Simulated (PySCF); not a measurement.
Gas-phase reaction: 6 SiOCl2 = 3 SiCl4 + O3 + Si3O3

Method: PySCF energies (xtb for GFN2) plus ideal-gas RRHO corrections (1 bar). † marks an energy on the PBE0/def2-TZVP geometry and frequencies; other levels use their own. MP2 and CCSD(T) freeze the core. 6-31G* has spherical d functions here. All species are closed-shell singlets. SiOCl2, Si3O3: computed as isolated molecules; such fragments, hydroxides, amides, oligomers or adducts are transient or little studied in the gas. MP2 isn't extrapolated to the basis-set limit; its ΔH°(298 K) is 100.9 kJ in def2-SVP and 204.7 kJ in def2-TZVPP. CCSD(T) isn't extrapolated to the basis-set limit; its ΔH°(298 K) is 37.1 kJ in def2-SVP and 151.7 kJ in def2-TZVPP. The harmonic model lacks anharmonicity and excited electronic states, which grow with temperature; levels with a mode under 35 cm⁻¹ are left out. Strong static correlation: O3. Soft modes under 120 cm⁻¹ make the harmonic entropy rough for Si3O3. Warning, large T1 diagnostic: O3 (CCSD(T)/def2-SVP†).

```tsv
level	ΔE electronic, kJ	ΔH°(298 K), kJ	ΔS°(298 K), J/K	ΔG°(2500 K), kJ
BLYP/def2-TZVP†	231	232	-246	790
CCSD(T)/def2-SVP†	37	37	-246	595
GFN2-xTB	1038	1031	-232	1537
HF/6-31G*	114	115	-253	691
HF/def2-TZVP†	204	204	-246	763
MP2/def2-TZVPP†	204	205	-246	763
PBE/def2-SVP	46	47	-248	610
PBE0/def2-TZVP	146	146	-246	704
LDA/def2-TZVP†	86	86	-246	645
```
ΔH° is lowest at CCSD(T)/def2-SVP† and highest at GFN2-xTB. No reference value is set beside these.
